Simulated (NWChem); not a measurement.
The numbers come from NWChem runs, not from measurements. System: H₃BO₃, charge 1, spin multiplicity 2, at the geometry of a parent with another charge or spin, in a state set for the comparison that need not be this species' ground state. Its SCF solution wasn't tested for a lower state.

Input file:

```
start mol
memory heap 200 mb stack 900 mb global 1100 mb
charge 1
geometry units angstroms nocenter noautoz
  O      1.129820    -0.802029     0.000000
  B      0.005669    -0.033474     0.000000
  O      0.148747     1.336740     0.000000
  O     -1.192718    -0.694917     0.000000
  H      1.928154    -0.261241     0.000000
  H     -0.670335     1.842663     0.000000
  H     -1.972955    -0.132405     0.000000
  symmetry group Cs
end
basis spherical
  * library aug-cc-pvdz
end
dft
  xc b3lyp
  odft
  mult 2
  semidirect memsize 60000000 filesize 0
  iterations 100
end
task dft energy
```

The output up to the point where the run's verdict is printed (cleaned and shortened):

```
             Northwest Computational Chemistry Package (NWChem) 7.3.0
             --------------------------------------------------------

                                NWChem Input Module
                                -------------------

 Scaling coordinates for geometry "geometry" by  1.889725989
 (inverse scale =  0.529177249)

 Turning off AUTOSYM since
 SYMMETRY directive was detected!

                             Geometry "geometry" -> ""
                             -------------------------

 Output coordinates in angstroms (scale by  1.889725989 to convert to a.u.)

  No.       Tag          Charge          X              Y              Z
 ---- ---------------- ---------- -------------- -------------- --------------
    1 O                    8.0000     1.12982000    -0.80202900     0.00000000
    2 B                    5.0000     0.00566900    -0.03347400     0.00000000
    3 O                    8.0000     0.14874700     1.33674000     0.00000000
    4 O                    8.0000    -1.19271800    -0.69491700     0.00000000
    5 H                    1.0000     1.92815400    -0.26124100     0.00000000
    6 H                    1.0000    -0.67033500     1.84266300     0.00000000
    7 H                    1.0000    -1.97295500    -0.13240500     0.00000000

 Effective nuclear repulsion energy (a.u.)     116.0233390513

            Nuclear Dipole moment (a.u.)
            ----------------------------
        X                 Y               Z
 ---------------- ---------------- ----------------
     0.0000018897    -0.0000018897     0.0000000000

      Symmetry information
      --------------------

 Group name             Cs
 Group number              2
 Group order               2
 No. of unique centers     7

      Symmetry unique atoms

     1    2    3    4    5    6    7


 Summary of "ao basis" -> "" (spherical)
 ------------------------------------------------------------------------------
       Tag                 Description            Shells   Functions and Types
 ---------------- ------------------------------  ------  ---------------------
[...]
 d= 0,ls=0.5,diis    75   -252.0659978370 -2.65D-04  6.82D-05  1.22D-03    69.2
                                                     1.43D-04  1.47D-03
 d= 0,ls=0.5,diis    76   -252.0662514557 -2.54D-04  5.09D-05  1.25D-03    70.1
                                                     1.27D-04  1.45D-03
 d= 0,ls=0.5,diis    77   -252.0665042832 -2.53D-04  8.36D-05  1.16D-03    70.9
                                                     1.28D-04  1.32D-03
 d= 0,ls=0.5,diis    78   -252.0665863699 -8.21D-05  3.03D-05  1.45D-03    71.8
                                                     1.03D-04  1.51D-03
 d= 0,ls=0.5,diis    79   -252.0668619147 -2.76D-04  2.29D-05  1.09D-03    72.7
                                                     9.29D-05  1.16D-03
 d= 0,ls=0.5,diis    80   -252.0670832930 -2.21D-04  2.53D-05  8.38D-04    73.5
                                                     8.54D-05  8.89D-04
 d= 0,ls=0.5,diis    81   -252.0672408881 -1.58D-04  7.53D-05  7.00D-04    74.3
                                                     9.32D-05  7.31D-04
 d= 0,ls=0.5,diis    82   -252.0671857270  5.52D-05  3.17D-05  1.10D-03    75.2
                                                     7.31D-05  1.02D-03
 d= 0,ls=0.5,diis    83   -252.0672682601 -8.25D-05  1.71D-05  1.05D-03    76.0
                                                     6.74D-05  9.71D-04
 d= 0,ls=0.5,diis    84   -252.0673954081 -1.27D-04  1.52D-05  8.64D-04    76.9
                                                     6.31D-05  7.95D-04
 d= 0,ls=0.5,diis    85   -252.0675601781 -1.65D-04  1.12D-05  5.60D-04    77.7
                                                     5.79D-05  5.22D-04
 d= 0,ls=0.5,diis    86   -252.0676454099 -8.52D-05  1.86D-05  4.57D-04    78.6
                                                     5.35D-05  4.20D-04
 d= 0,ls=0.5,diis    87   -252.0676891274 -4.37D-05  2.41D-05  4.38D-04    79.4
                                                     5.22D-05  4.00D-04
 d= 0,ls=0.5,diis    88   -252.0677130022 -2.39D-05  2.43D-05  4.56D-04    80.3
                                                     4.87D-05  4.09D-04
 d= 0,ls=0.5,diis    89   -252.0677271473 -1.41D-05  1.97D-05  4.85D-04    81.2
                                                     4.59D-05  4.28D-04
 d= 0,ls=0.5,diis    90   -252.0677475961 -2.04D-05  4.71D-06  4.87D-04    82.0
                                                     3.81D-05  4.25D-04
 d= 0,ls=0.5,diis    91   -252.0678104259 -6.28D-05  1.01D-05  3.63D-04    82.8
                                                     3.73D-05  3.24D-04
 d= 0,ls=0.5,diis    92   -252.0678385212 -2.81D-05  8.39D-06  3.32D-04    83.7
                                                     3.34D-05  2.93D-04
 d= 0,ls=0.5,diis    93   -252.0678628338 -2.43D-05  5.50D-06  3.02D-04    84.5
                                                     3.07D-05  2.66D-04
 d= 0,ls=0.5,diis    94   -252.0678897105 -2.69D-05  6.97D-06  2.59D-04    85.3
                                                     2.85D-05  2.28D-04
 d= 0,ls=0.5,diis    95   -252.0679070224 -1.73D-05  1.34D-05  2.38D-04    86.2
                                                     2.85D-05  2.08D-04
 d= 0,ls=0.5,diis    96   -252.0679106520 -3.63D-06  6.33D-06  2.51D-04    87.0
                                                     2.51D-05  2.15D-04
 d= 0,ls=0.5,diis    97   -252.0679256455 -1.50D-05  3.01D-06  2.27D-04    87.9
                                                     2.14D-05  1.95D-04
 d= 0,ls=0.5,diis    98   -252.0679500592 -2.44D-05  4.57D-06  1.75D-04    88.7
                                                     2.08D-05  1.53D-04
 d= 0,ls=0.5,diis    99   -252.0679606126 -1.06D-05  2.19D-06  1.61D-04    89.6
                                                     1.79D-05  1.39D-04
 d= 0,ls=0.5,diis   100   -252.0679763266 -1.57D-05  2.17D-06  1.31D-04    90.4
                                                     1.57D-05  1.13D-04
```

The run did not converge; its last values are not results. The next line reads: Calculation failed to converge. NWChem stopped with the message: dft energy failed.
